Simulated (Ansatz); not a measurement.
Input for Ansatz (a first-principles code): U-CCSD(T)/aug-cc-pVDZ on BeH2O (SMILES [BeH][OH]), a point of a bond scan (R = 1.195 Å).

Ansatz 0.2 input:
```yaml
crystal:
  periodic: [false, false, false]
  atoms:
    - {symbol: Be, position_ang: [-0.78408142, -0.35296304, 0.02982263]}
    - {symbol: H, position_ang: [-1.87417443, -0.84072936, 0.07484630]}
    - {symbol: O, position_ang: [0.51114037, 0.18521819, -0.07360318]}
    - {symbol: H, position_ang: [1.04249858, 0.82503224, 0.38968601]}
basis:
  gaussian:
    orbitals: aug-cc-pVDZ
correlation: {method: ccsd_t, electrons: outside_noble_gas}
scf: {omitted_lower_state_checks: [cluster_reference]}
magnetization: {spin_polarized: true, initial_magnetization: 0}
```

Output:

```
WARN ansatz: RAYON_NUM_THREADS=1 ignored (pool sized by the plan → 1); use --threads N
Functional definition: HF
these checks for a lower state are left out or cut short: cluster_reference
integrals: 0.05 GiB planned
595 factors; integrals over basis functions are off by at most 7.4e-4 eV
mean field: 0.11 GiB planned
mean field evaluation 1: about -2465.5152 eV, gradient 2.7e1 eV
mean field evaluation 2: about -2465.5410 eV, gradient 2.7e1 eV
mean field evaluation 4: about -2468.5850 eV, gradient 1.5e0 eV
mean field evaluation 8: about -2468.6054 eV, gradient 6.4e-4 eV
mean field -2468.60540598 eV, -90.7195753888 hartree, gradient 6.0e-6 eV, S^2 0.000000; 0 other end points of the search recorded, 0 dependent functions left out
2 core orbitals not correlated
reference -2468.60540598 eV, -90.7195753888 hartree; 5, 5 occupied and 57, 57 virtual orbitals, 595 factors
second order -6.85041364 eV of doubles, -0.00000000 eV of singles
coupled cluster: 0.19 GiB planned
cycle   1  -6.95832157 eV  change   -1.1e-1 eV  update   6.9e-2
cycle   2  -7.13539441 eV  change   -1.8e-1 eV  update   2.0e-2
cycle   3  -7.19163521 eV  change   -5.6e-2 eV  update   1.1e-2
cycle   4  -7.18963201 eV  change    2.0e-3 eV  update   2.5e-3
cycle   5  -7.18853920 eV  change    1.1e-3 eV  update   1.1e-3
cycle   6  -7.18871231 eV  change   -1.7e-4 eV  update   2.7e-4
cycle   7  -7.18867521 eV  change    3.7e-5 eV  update   9.2e-5
cycle   8  -7.18865549 eV  change    2.0e-5 eV  update   2.7e-5
cycle   9  -7.18865736 eV  change   -1.9e-6 eV  update   8.3e-6
perturbative correction -0.17495102 eV, -0.0064293316 hartree
Total energy: -2475.96901436 eV, -90.9901830057 hartree
Checks for a lower state left out: cluster_reference
```

The run converged.

Cost: roughly 2.3 core-seconds.
